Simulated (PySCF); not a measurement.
**IrO₂, quartet: computed properties**

Method: PySCF, UPBE0, basis Ir def2-TZVP with ECP60, O def2-TZVP (scalar-relativistic core potentials, no spin–orbit coupling, density fitting).

The structure is a minimum.

```xyz
3
charge 0 multiplicity 4, angstrom
Ir   -0.0296    0.0000   -0.2948
O     0.7721    0.0000    2.0197
O    -0.4167    0.0000    1.5370
```

```
Point group                                                                   : Cs
Bond lengths                                                                  : Ir–O 1.872 Å, Ir–O 2.449 Å, O–O 1.283 Å
Bond angles                                                                   : Ir–O–O 48.8°, Ir–O–O 100.2°, O–Ir–O 31.0°
Rotational constants                                                          : 1.68, 0.1379, 0.1274 cm⁻¹
Dipole moment                                                                 : 2.84 D
Enthalpy at 298.15 K above 0 K                                                : 12.14 kJ/mol
Zero-point energy                                                             : 11.9 kJ/mol
Heat capacity Cp at 298.15 K                                                  : 46.1 J/(mol K)
Highest occupied level (α)                                                    : -6.96 eV
Spin squared ⟨S²⟩                                                             : 3.762
Principal polarisabilities                                                    : 38.8, 40.2, 70.6 bohr³
Rotational symmetry number                                                    : 1
Atomisation energy without zero-point energy                                  : 611 kJ/mol
Lowest empty level (β)                                                        : -3.59 eV
Principal quadrupole moments (Buckingham, traceless) about the centre of mass : -2.74, 1.17, 1.57 D Å
Entropy at 298.15 K and 1 bar (electronic part: spin only)                    : 300.8 J/(mol K)
```

Harmonic modes (masses in u: Ir 192.963, O 15.995):
```csv
symmetry,ω (cm⁻¹),IR (km/mol),μ (u)
a',124,9.4,17.44
a',637,17.0,17.02
a',1224,236,16.00
```

Charges (e):
```json
{"atom": "Ir1", "Mulliken": "0.30", "Löwdin": "0.20", "polar tensor": "0.29", "spin (Mulliken)": "1.96", "Mayer order to Ir1": "–"}
{"atom": "O2", "Mulliken": "-0.21", "Löwdin": "-0.14", "polar tensor": "-0.44", "spin (Mulliken)": "0.61", "Mayer order to Ir1": "0.51"}
{"atom": "O3", "Mulliken": "-0.09", "Löwdin": "-0.06", "polar tensor": "0.15", "spin (Mulliken)": "0.43", "Mayer order to Ir1": "1.00"}
```
Other Mayer orders above 0.3: O–O 1.24.

Mulliken populations on Ir1 (electrons outside its core potential): s 2.83, p 6.11, d 7.74, f 0.02.

Only a few start shapes were tried, so a lower isomer may exist. Other spin states or occupations of the open shell can lie lower. At this level a doublet minimum of C2v symmetry lies 368 kJ/mol below this structure. Spin–orbit coupling, left out here, can matter for elements this heavy.

The final relaxation and frequency run took about 110 core-seconds on a shared host.
